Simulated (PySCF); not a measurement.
Si(F)2(SiH3)2 (F2H6Si3), SMILES F[Si](F)([SiH3])[SiH3].

Coordinates come from a ωB97X-D3(BJ)/def2-SVP optimisation.

All values below come from PBE/def2-TZVP (PySCF).

Symmetry labels are those of the subgroup C2v that the program uses (full group C2v).

Q: List the valence orbital energies around the gap with their symmetry. (Estimate from the structure and the level; the computed values follow.)

A: 
| orbital | symmetry | energy (eV) |
|---|---|---|
| HOMO−7 | A2 | -10.18 |
| HOMO−6 | B2 | -9.91 |
| HOMO−5 | A1 | -9.16 |
| HOMO−4 | B2 | -8.90 |
| HOMO−3 | B1 | -8.79 |
| HOMO−2 | A2 | -8.78 |
| HOMO−1 | A1 | -8.70 |
| HOMO | B1 | -6.80 |
| LUMO | A1 | -1.84 |
| LUMO+1 | B2 | -1.67 |
| LUMO+2 | A1 | -0.52 |
| LUMO+3 | A2 | -0.09 |
